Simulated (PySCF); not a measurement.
SMILES [CH2]c1ccccc1, doublet at its PBE0/def2-SVP optimised geometry (Å):

```
14

C      1.4130     1.8271    -0.0007
C      0.7041     0.6104    -0.0003
C     -0.7195     0.5824    -0.0003
C     -1.4118    -0.6174     0.0000
C     -0.7217    -1.8360     0.0000
C      0.6788    -1.8360     0.0000
C      1.3813    -0.6421    -0.0002
H      0.8874     2.7843    -0.0009
H      2.5049     1.8406    -0.0008
H     -1.2650     1.5300    -0.0004
H     -2.5049    -0.6119     0.0001
H     -1.2718    -2.7798     0.0002
H      1.2223    -2.7843     0.0001
H      2.4747    -0.6497    -0.0003
```

Calculation: PySCF with unrestricted PBE0/def2-TZVP. Cells within 0.4 Å of a nucleus heavier than hydrogen are left out (blank, or x).

Map of the log10 of the electron density (e/bohr³), floored at −4 on the plane z = 0.0 Å:

```
|0000000000000000000000000000000|
|0000000000000000000000000000000|
|0000000000000000111110000000000|
|0000000000000001233321000000000|
|0000000000000023455443210000000|
|0000000000001134567654322100000|
|0000000001122235689876543210000|
|0000000012333345799987665320000|
|0000000124555545789998876431000|
|0000000235677655789xx9997531000|
|0000000246799766789xx9997531000|
|0000001246899887899998876431000|
|00000013467999999x9987665321000|
|000002345679xxx9xxx976544310000|
|000023456789xx999x9986654320000|
|0001345778899988899988765421000|
|0001357899xx9877789x99986531000|
|0002357999xx987678xxx9997531000|
|00013568899x9987899x99886531000|
|0001245677899998999987765421000|
|000013455679xx99xxx976554310000|
|000001234679xx99xxx876432100000|
|0000001346899998999976421000000|
|0000001246899877789986420000000|
|0000000246798766678875420000000|
|0000000235676654567764310000000|
|0000000123455433345543210000000|
|0000000012333221233332100000000|
|0000000000111100011110000000000|
|0000000000000000000000000000000|
|0000000000000000000000000000000|
```
Scale: ten equal steps from -4.00 (start of '0') to -0.466 (end of '9'), in the order '0123456789'; x runs from -5.00 to 5.00, y from -5.00 (bottom) to 5.00 (top).
